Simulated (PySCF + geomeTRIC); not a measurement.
Species: C$_{3}$H$_{10}$OSi, SMILES `CC(C)[SiH2]O` (C–C–Si–O torsion 57°, C–Si–O–H torsion -78°) (charge 0, multiplicity 1).

Q: Give a relaxed geometry from PBE0-D4/def2-TZVP (PySCF + geomeTRIC).

A: One answer among several that fit: the end point of this relaxation, one of several conformers (outside a Z-matrix the atoms follow the SMILES, hydrogens last).
Bonds (Å): C1–C2 1.526, C1–H6 1.095, C1–H7 1.095, C1–H8 1.093, C2–C3 1.527, C2–Si4 1.876, C2–H9 1.098, C3–H10 1.095, C3–H11 1.095, C3–H12 1.093, Si4–O5 1.653, Si4–H13 1.495, Si4–H14 1.485, O5–H15 0.957. Angles (°): C2–C1–H6 111.2, C2–C1–H7 111.2, C2–C1–H8 111.9, H6–C1–H7 107.2, H6–C1–H8 107.9, H7–C1–H8 107.3, C1–C2–C3 111.6, C1–C2–Si4 111.5, C1–C2–H9 108.5, C3–C2–Si4 110.0, C3–C2–H9 108.6, Si4–C2–H9 106.4, C2–C3–H10 111.0, C2–C3–H11 111.2, C2–C3–H12 112.1, H10–C3–H11 107.2, H10–C3–H12 107.5, H11–C3–H12 107.6, C2–Si4–O5 113.1, C2–Si4–H13 108.1, C2–Si4–H14 110.3, O5–Si4–H13 110.1, O5–Si4–H14 105.6, H13–Si4–H14 109.7, Si4–O5–H15 117.5.
